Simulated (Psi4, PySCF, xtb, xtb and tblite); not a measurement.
Internal rotation in SMILES CCC[SiH2]Br (C3H9BrSi). Scanned: dihedral C1–C2–C3–Si4; all other coordinates were relaxed at GFN2-xTB. Points at φ and −φ are mirror images.

Atom numbering (GFN2-xTB optimised geometry, Å):
```
14

C     -1.5880     0.7054     0.2830
C     -0.8579    -0.4849     0.8898
C      0.3539    -0.9127     0.0657
Si     1.6925     0.4188    -0.0757
Br     3.5113    -0.5828    -0.8792
H     -2.4912     0.9256     0.8478
H     -1.8722     0.4942    -0.7461
H     -0.9594     1.5939     0.2903
H     -0.5395    -0.2350     1.9052
H     -1.5522    -1.3265     0.9646
H      0.7868    -1.8106     0.5168
H      0.0200    -1.2055    -0.9339
H      2.0939     0.9529     1.2195
H      1.4019     1.4670    -1.0451
```

- PBE/def2-TZVP // GFN2-xTB (Psi4)
- RMP2/6-31G* = restricted MP2 (frozen core)/6-31G*, spherical d // GFN2-xTB (PySCF)
- RKS-B3LYP/LANL2DZ = restricted B3LYP/LANL2DZ, with its core potentials past Ne // GFN2-xTB (PySCF 2.14.0)
- GFN1-xTB // GFN2-xTB (xtb)
- GFN2-xTB (xtb and tblite)
- PBE-D3(BJ)/def2-TZVP // GFN2-xTB (Psi4)

Energies in kJ/mol, each method relative to its own lowest point.

| φ / ° | PBE/def2-TZVP | RMP2/6-31G* | RKS-B3LYP/LANL2DZ | GFN1-xTB | GFN2-xTB | PBE-D3(BJ)/def2-TZVP |
|---|---|---|---|---|---|---|
| -165 | 1.2 | 1.7 | 1.4 | 0.8 | 1.5 | 1.2 |
| -150 | 4.5 | 6.0 | 4.8 | 3.1 | 5.3 | 4.5 |
| -135 | 8.2 | 10.8 | 8.7 | 5.6 | 9.4 | 8.2 |
| -120 | 10.1 | 12.9 | 10.5 | 6.7 | 10.9 | 9.9 |
| -105 | 8.9 | 10.9 | 9.1 | 5.5 | 8.8 | 8.4 |
| -90 | 6.2 | 7.0 | 6.0 | 3.2 | 4.4 | 5.4 |
| -75 | 4.3 | 4.3 | 3.5 | 1.4 | 1.0 | 3.2 |
| -60 | 3.9 | 3.6 | 2.8 | 0.2 | 0.0 | 2.4 |
| -45 | 6.0 | 6.2 | 5.2 | 0.6 | 2.2 | 4.4 |
| -30 | 10.6 | 11.8 | 10.3 | 2.9 | 7.0 | 8.9 |
| -15 | 15.6 | 17.8 | 15.5 | 6.1 | 12.2 | 13.9 |
| 0 | 18.0 | 20.5 | 17.8 | 7.7 | 14.5 | 16.3 |
| 15 | 15.6 | 17.8 | 15.5 | 6.1 | 12.2 | 13.9 |
| 30 | 10.6 | 11.8 | 10.3 | 2.9 | 7.0 | 8.9 |
| 45 | 6.0 | 6.2 | 5.2 | 0.6 | 2.2 | 4.4 |
| 60 | 3.9 | 3.6 | 2.8 | 0.2 | 0.0 | 2.4 |
| 75 | 4.3 | 4.3 | 3.5 | 1.4 | 1.0 | 3.2 |
| 90 | 6.2 | 7.0 | 6.0 | 3.2 | 4.4 | 5.4 |
| 105 | 8.9 | 10.9 | 9.1 | 5.5 | 8.8 | 8.4 |
| 120 | 10.1 | 12.9 | 10.5 | 6.7 | 10.9 | 9.9 |
| 135 | 8.2 | 10.8 | 8.7 | 5.6 | 9.4 | 8.2 |
| 150 | 4.5 | 6.0 | 4.8 | 3.1 | 5.3 | 4.5 |
| 165 | 1.2 | 1.7 | 1.4 | 0.8 | 1.5 | 1.2 |
| 180 | 0.0 | 0.0 | 0.0 | 0.0 | 0.0 | 0.0 |

Root-mean-square difference from the PBE-D3(BJ)/def2-TZVP profile, itself a level with limits, after the best constant shift (kJ/mol): PBE/def2-TZVP 0.7, RMP2/6-31G* 1.1, RKS-B3LYP/LANL2DZ 0.5, GFN1-xTB 2.3, GFN2-xTB 1.4.
